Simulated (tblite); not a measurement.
`COC/P=P/CCP`. Computed geometry: GFN2-xTB, gas phase.

```
atom  x, y, z in Å
C1    -3.2112    0.0385    0.7817
O2    -2.3193   -1.0451    0.7573
C3    -1.9863   -1.4663   -0.5378
P4    -0.6461   -0.4087   -1.3357
P5     0.1216    0.2832    0.4137
C6     1.4931    1.3569   -0.2704
C7     2.7738    0.5301   -0.2062
P8     2.5859   -0.6570    1.2077
H9    -4.1809   -0.2420    0.3532
H10   -3.3376    0.3141    1.8264
H11   -2.8138    0.8983    0.2258
H12   -1.6050   -2.4881   -0.4468
H13   -2.8701   -1.4899   -1.1913
H14    1.2819    1.7108   -1.2807
H15    1.5797    2.2300    0.3843
H16    3.6683    1.1497   -0.1017
H17    2.8758   -0.0696   -1.1169
H18    2.6278    0.3082    2.2132
H19    3.9527   -0.9440    1.3472
```

(1) Which two atoms are farthest apart?

(2) Work out the bond lengths C1–H10, C1–H11, C3–P4, P4=P5, C7–P8, C7–H17 in bohr.

(3) How far apart are these pairs, which share no bond: C3···H11, C3···H17, P5···H12, P8···H9, P8···H12, H11···H15, H15···H19?

(4) Where is the centre of mass (commonest isotopes), and what is the radius of gyration?

(5) What are the angles H12–C3–H13, O2–C3–H13, C7–C6–H14, C6–C7–P8?

(6) Give the dihedral angles P4–P5–C6–H15, H15–C6–C7–H17, C3–P4–P5–C6, C1–O2–C3–P4, H14–C6–C7–P8.

(7) What is the repulsion energy of the bare nuclei, Σ ZA·ZB/RAB?

(8) Write the matrix of distances between heavy atoms (Å, lower triangle).

Answers

(1) H9···H19, 8.22 Å; the next longest distance is 7.98 Å.

(2) For C1–H10 the difference vector is (-0.1264, 0.2756, 1.0447) Å, of length 1.0878 Å. 1 bohr = 0.529177 Å. C1–H10 2.056; C1–H11 2.075; C3–P4 3.561; P4=P5 3.840; C7–P8 3.507; C7–H17 2.070 bohr.

(3) C3···H11 2.619 Å (3 bonds apart); C3···H17 5.092 Å (5 bonds apart); P5···H12 3.377 Å (3 bonds apart); P8···H9 6.833 Å (8 bonds apart); P8···H12 4.864 Å (6 bonds apart); H11···H15 4.594 Å (7 bonds apart); H15···H19 4.078 Å (4 bonds apart).

(4) Mass 168.002 u; centre at (0.100, -0.203, 0.121) Å; Rg = √(Σ m r²/M) = 2.358 Å. As Ia + Ib + Ic = 2 Σ m r², the three principal moments sum to 1867.6 u·Å².

(5) From the scalar product of the two bond vectors; for H12–C3–H13 it is -0.3723 Å² over 1.0944 × 1.0994 Å², cos θ = -0.3095. H12–C3–H13 108.0°; O2–C3–H13 111.4°; C7–C6–H14 112.2°; C6–C7–P8 107.1°.

(6) P4–P5–C6–H15 145° (anticlinal); H15–C6–C7–H17 -156° (antiperiplanar); C3–P4–P5–C6 180° (antiperiplanar); C1–O2–C3–P4 81° (synclinal); H14–C6–C7–P8 -152° (antiperiplanar). Dihedral signs follow IUPAC: positive where, seen along the central bond, the front bond turns clockwise onto the rear one.

(7) 631.69 Eh over 171 pairs, with full nuclear charges and distances in bohr; the largest single term is 58.60 Eh (P4 with P5).

(8) 
```
C1    0.000
O2    1.404  0.000
C3    2.346  1.402  0.000
P4    3.356  2.754  1.884  0.000
P5    3.362  2.800  2.900  2.032  0.000
C6    4.998  4.622  4.489  2.971  1.871  0.000
C7    6.086  5.417  5.172  3.722  2.735  1.526  0.000
P8    5.854  4.941  4.961  4.120  2.754  2.727  1.856  0.000
```

Its GFN2-xTB frequencies are all real (lowest 34 cm⁻¹). The numbers are those of one conformer. 3 starts were optimised and ended at 0.00, 3.79 and 4.46 kcal/mol (GFN2-xTB); the lowest of these is shown.
